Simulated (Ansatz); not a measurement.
One change: `[Br][Cd][Br]` becomes `[OH][Cd][Br]`.

Ansatz, PBE0-D4/def2-TZVP geometries, multiplicity 1. Each molecule was computed in one conformer, which needn't be the lowest.

Elements past krypton have def2 core potentials. Scalar relativity is left out up to krypton. Spin–orbit coupling is left out; it splits and shifts lone-pair levels of the heavy atoms by tenths of an eV.

| property | `[Br][Cd][Br]` |
| --- | --- |
| size of the dipole moment (PBE/def2-TZVPP) / D | 0.01 |
| size of the dipole moment (ωB97M-V/def2-TZVPP) / D | 0.01 |
| HOMO–LUMO gap (PBE0/def2-TZVPP) / eV | 6.10 |
| LUMO energy (PBE0/def2-TZVPP) / eV | -2.29 |
| HOMO energy (PBE/def2-TZVPP) / eV | -7.15 |
| HOMO–LUMO gap (PBE/def2-TZVPP) / eV | 4.01 |

Task: What does the change do to each property? (Estimate.)

Result: The calculation gave: 
```csv
property,`[OH][Cd][Br]`,shift
size of the dipole moment (PBE/def2-TZVPP) / D,1.56,1.55
size of the dipole moment (ωB97M-V/def2-TZVPP) / D,1.63,1.62
HOMO–LUMO gap (PBE0/def2-TZVPP) / eV,6.29,0.19
LUMO energy (PBE0/def2-TZVPP) / eV,-1.87,0.42
HOMO energy (PBE/def2-TZVPP) / eV,-6.69,0.46
HOMO–LUMO gap (PBE/def2-TZVPP) / eV,3.94,-0.07
```

With PBE0 the HOMO rises by 0.23 eV and the LUMO rises by 0.42 eV, so the gap widens by about 0.19 eV. PBE moves the HOMO by 0.46 eV and ωB97M-V by 0.15 eV. The zero-point energy changes by 30.5 kJ/mol with +2 modes.
